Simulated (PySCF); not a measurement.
**Telling isomers of C$_{5}$H$_{11}$O$_{4}$P apart by NMR**

- GIAO PBE0/pcSseg-1 shieldings
- geometry: GFN2-xTB
- code: PySCF 2.14
- no relativistic terms, fast rotation and ring inversion assumed for equivalent nuclei, one conformer, no solvent

Chemical shifts δ = σref − σ; TMS for $^{1}$H and $^{13}$C, all at this level. Splittings of carbon signals by F and P are missing where no couplings were computed. Where no couplings were computed, multiplicities follow the n + 1 count of equivalent neighbours, and m marks all less simple cases (inequivalent or close neighbours, rings, F or P nearby). Shifts are as computed. Against solution values, carbons near 30 ppm lie about +3 ppm off and those near 130 ppm about +5 ppm. Of 1211 compounds with measured shifts, 218 miss one by over three times the rms of a fit or turn the order of signals round; such compounds aren't used in these exercises.

(1) Tabulate the signals of `CCOP1(=O)OCCCO1`, `COP(=O)(OC)OC1CC1`, `CO[P@@]1(=O)OCC[C@H](C)O1` and their relative energies.

(2) What is the quickest way to tell COP(=O)(OC)OC1CC1 from CO[P@@]1(=O)OCC[C@H](C)O1?

(3) What is the quickest way to tell CCOP1(=O)OCCCO1 from CO[P@@]1(=O)OCC[C@H](C)O1?

(4) What is the quickest way to tell CCOP1(=O)OCCCO1 from COP(=O)(OC)OC1CC1?

## Answers

(1) 
```tsv
SMILES	carbon types	δC	δH	E rel. (kcal/mol)
CCOP1(=O)OCCCO1	4×CH2 1×CH3	69.6, 65.1, 31.0, 19.6	4.51 (m, 2H), 4.39 (m, 2H), 4.38 (m, 2H), 2.27 (m, 1H), 1.37 (t, 3H), 1.16 (m, 1H)	1.0
COP(=O)(OC)OC1CC1	1×CH 2×CH2 2×CH3	54.4, 51.3, 7.7	4.04 (m, 1H), 3.97 (m, 6H), 0.79 (m, 2H), 0.51 (m, 2H)	29.3
CO[P@@]1(=O)OCC[C@H](C)O1	1×CH 2×CH2 2×CH3	76.1, 69.4, 54.1, 37.7, 25.3	4.50 (m, 1H), 4.39 (m, 1H), 4.37 (m, 1H), 4.05 (m, 3H), 1.83 (m, 1H), 1.37 (d, 3H), 1.21 (m, 1H)	0.0
```

Energies are electronic energies at PBE0/pcSseg-1 on these geometries, without zero-point or thermal terms, each for the one conformer computed, which needn't be the lowest.

(2) Count the carbon signals: 3 against 5. The first has a three-membered-ring carbon (CH2) at 7.7 ppm, the second an sp3 CH2 bonded to O at 69.4 ppm. Their most deshielded carbons lie at 54.4 and 76.1 ppm. In the proton spectra the most deshielded non-exchanging signals are 4.04 (m, 1H) and 4.50 (m, 1H).

(3) Count the carbon signals: 4 against 5. The first has an sp3 CH2 in a ring at 31.0 ppm, the second an sp3 CH bonded to O at 76.1 ppm. Their most deshielded carbons lie at 69.6 and 76.1 ppm.

(4) Count the carbon signals: 4 against 3. The first has an sp3 CH2 bonded to O at 69.6 ppm, the second a three-membered-ring carbon (CH) at 51.3 ppm. Their most deshielded carbons lie at 69.6 and 54.4 ppm. In the proton spectra the most deshielded non-exchanging signals are 4.51 (m, 2H) and 4.04 (m, 1H).
